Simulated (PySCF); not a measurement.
NMR data simulated for an unnamed compound:

$^{1}$H NMR (600 MHz, computed): δ 4.62 (s, 2H), 4.36 (s, 2H), 3.69 (s, 3H), 2.54 (s, 3H).

$^{13}$C{$^{1}$H} NMR (computed): δ 85.9 (CH2), 53.5 (CH3), 40.2 (CH3).

Theory: σ from GIAO-B3LYP/pcSseg-1, geometry from PBE0-D3(BJ)/def2-SVP, in PySCF 2.14.0 with density-fitted response routines (non-relativistic Hamiltonian, a single conformation, no solvent, averaged over atoms made equivalent by symmetry, fast rotation or ring inversion).

δ = σ(ref) − σ, references computed at the same level: TMS for $^{1}$H (σ = 31.38 ppm) and $^{13}$C (σ = 179.24 ppm).

Problem. Which of these does the molecule contain: a tert-butyl group, a Si–H bond, an S-methyl group, a nitrile, an ester?

Solution. 
- A tert-butyl group: no.
- A Si–H bond: yes (δH 4.62 (s)).
- An S-methyl group: yes (δC 40.2; δH 2.54 (s)).
- A nitrile: no.
- An ester: no.

The data belong to `CO[SiH2]OCS(C)(=O)=O`, C3H10O4SSi; they needn't prove each group on their own.

Carbon signals by region: 2 at 50–100 ppm, 1 below 50 ppm.

Shifts are as computed. Against solution values, carbons near 30 ppm lie about +2 ppm off and those near 130 ppm about +6 ppm. Of 1211 compounds with measured shifts, 218 miss one by over three times the rms of a fit or turn the order of signals round; such compounds aren't used in these exercises. Multiplicities follow the n + 1 count of equivalent neighbours, as no J values were calculated; m marks all less simple cases, F and P coupling included.
